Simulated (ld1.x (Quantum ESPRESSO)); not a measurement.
u(r) = r·R(r): atom against pseudo-atom (selenium (Se))

Columns: radius, all-electron u(r) and pseudo u(r) of the 4s shell (level -18.25 eV) of selenium in the configuration [Ar] 3d10 4s1 4p5; BP86, scalar-relativistic, TM scheme, ld1.x (Quantum ESPRESSO) 7.5.

```json
{"r (bohr)": "0.062", "all-electron": "-0.0324", "pseudo": "-0.0453"}
{"r (bohr)": "0.125", "all-electron": "-0.2519", "pseudo": "-0.0894"}
{"r (bohr)": "0.188", "all-electron": "-0.1532", "pseudo": "-0.1295"}
{"r (bohr)": "0.250", "all-electron": "0.0666", "pseudo": "-0.1636"}
{"r (bohr)": "0.312", "all-electron": "0.2628", "pseudo": "-0.1914"}
{"r (bohr)": "0.375", "all-electron": "0.3799", "pseudo": "-0.2132"}
{"r (bohr)": "0.438", "all-electron": "0.4086", "pseudo": "-0.2298"}
{"r (bohr)": "0.500", "all-electron": "0.3671", "pseudo": "-0.2429"}
{"r (bohr)": "0.562", "all-electron": "0.2781", "pseudo": "-0.2555"}
{"r (bohr)": "0.625", "all-electron": "0.1586", "pseudo": "-0.2711"}
{"r (bohr)": "0.688", "all-electron": "0.0258", "pseudo": "-0.2926"}
{"r (bohr)": "0.750", "all-electron": "-0.1069", "pseudo": "-0.3227"}
{"r (bohr)": "0.812", "all-electron": "-0.2342", "pseudo": "-0.3640"}
{"r (bohr)": "0.875", "all-electron": "-0.3534", "pseudo": "-0.4188"}
{"r (bohr)": "0.938", "all-electron": "-0.4597", "pseudo": "-0.4851"}
{"r (bohr)": "1.000", "all-electron": "-0.5504", "pseudo": "-0.5571"}
{"r (bohr)": "1.062", "all-electron": "-0.6273", "pseudo": "-0.6280"}
{"r (bohr)": "1.125", "all-electron": "-0.6915", "pseudo": "-0.6915"}
{"r (bohr)": "1.188", "all-electron": "-0.7428", "pseudo": "-0.7428"}
{"r (bohr)": "1.250", "all-electron": "-0.7815", "pseudo": "-0.7815"}
{"r (bohr)": "1.312", "all-electron": "-0.8097", "pseudo": "-0.8097"}
{"r (bohr)": "1.375", "all-electron": "-0.8288", "pseudo": "-0.8288"}
{"r (bohr)": "1.438", "all-electron": "-0.8394", "pseudo": "-0.8394"}
{"r (bohr)": "1.500", "all-electron": "-0.8425", "pseudo": "-0.8425"}
{"r (bohr)": "1.562", "all-electron": "-0.8395", "pseudo": "-0.8395"}
{"r (bohr)": "1.625", "all-electron": "-0.8310", "pseudo": "-0.8310"}
```

(1) How many radial nodes do the two functions have?

(2) At about which radius was the pseudo-wave matched?

(3) Where does each function peak?

(4) Is the pseudo-wave norm-conserving?

Results:

(1) The all-electron 4s function has n − l − 1 = 3 (the table is too coarse to show those close to the nucleus); the pseudo-wave has 0, since the states of the same l below it are removed with the core.

(2) 1.15 bohr, where the columns begin to agree (steps of 0.06 bohr).

(3) Outermost all-electron maximum near 1.50 bohr, pseudo maximum near 1.50 bohr (to the table’s step).

(4) Yes: the TM scheme keeps the norm inside the radius equal to the all-electron one, which fixes the energy derivative of the logarithmic derivative at the level.
